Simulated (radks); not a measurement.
Task: The mean radii <r> (bohr) of the occupied orbitals of an atom or ion are listed with their occupations. Calculated with a radial shooting solver on a logarithmic mesh with Libxc functionals: non-relativistic Kohn-Sham, PBE, spin-unpolarised, spherical densities, point nucleus.

orbital  occ.      <r>
1s          2  0.02448
2s          2   0.1044
2p          6  0.08859
3s          2   0.2706
3p          6   0.2604
3d         10   0.2318
4s          2   0.6130
4p          6   0.6290
4d         10   0.6706
5s          1    1.475
5p          6    1.645
4f          6   0.9091
6s          1    3.586

Name the element and its charge.

Result: Z = 62, samarium, charge +2: Sm2+ in [Kr] 4d10 4f6 5s1 5p6 6s1. The 1s radius gives Z: for a bare nucleus <r> = 1.5/Z, 0.02419 bohr for Z = 62, and screening makes it slightly larger (0.02448 here). The occupations add up to 60, and the charge is Z minus that.
